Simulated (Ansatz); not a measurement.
Reaction (ligand exchange at the Al–S bond): `[SiH3][CH2][AlH][S][SiH3]` + H₂Te → `[SiH3][CH2][AlH][TeH]` + `[SiH3]S`

Isolated molecules relaxed with PBE0-D4/def2-TZVP in Ansatz; ΔE leaves out vibrations. CCSD(T)/CBS is the MP2 limit (def2-TZVPP, def2-QZVPP) plus CCSD(T) − MP2 in def2-TZVPP, frozen cores. DFT in def2-TZVPP. B3LYP here is the variant with VWN-RPA as its local correlation; programs differ in this. def2 core potentials past Kr. For Te outer-core shells are correlated without core-valence functions, which leaves a few kJ/mol of doubt a bond. Each species was taken in one conformer, which may not be the lowest.

```
             level  ΔE (kJ/mol)  difference from CCSD(T)/CBS
            PBE-D4          1.4                          1.7
         r2SCAN-D4          3.1                          3.4
           PBE0-D4          0.9                          1.2
          B3LYP-D4          5.4                          5.7
           ωB97X-V          4.1                          4.4
           ωB97M-V          4.8                          5.1
            B2PLYP         -0.4                         -0.1
               PBE         -3.2                         -2.9
            r2SCAN          1.5                          1.8
              PBE0         -3.3                         -3.0
             B3LYP         -1.7                         -1.4
     HF/def2-TZVPP         -3.9                         -3.6
    MP2/def2-TZVPP         -0.4                         -0.1
SCS-MP2/def2-TZVPP          0.2                          0.5
   CCSD/def2-TZVPP          1.5                          1.8
CCSD(T)/def2-TZVPP          2.5                          2.8
     HF/def2-QZVPP         -3.7                         -3.4
    MP2/def2-QZVPP         -1.9                         -1.6
SCS-MP2/def2-QZVPP         -1.1                         -0.8
      HF/CBS(def2)         -3.6                         -3.3
     MP2/CBS(def2)         -3.2                         -2.9
    CCSD/CBS(def2)         -1.3                         -1.0
       CCSD(T)/CBS         -0.3                            0
```

Largest T1 diagnostic among the species: 0.011.

In def2-TZVPP, CCSD(T) changes the Hartree–Fock value by +6.4 kJ/mol (the triples alone add +1.0 kJ/mol) and MP2 by +3.6 kJ/mol. The D4 term adds +7.1 kJ/mol with B3LYP and +4.2 kJ/mol with PBE0; it sums over pairs of atoms, weighted by their polarisabilities, and B3LYP, whose exchange is more repulsive, gets the larger term.
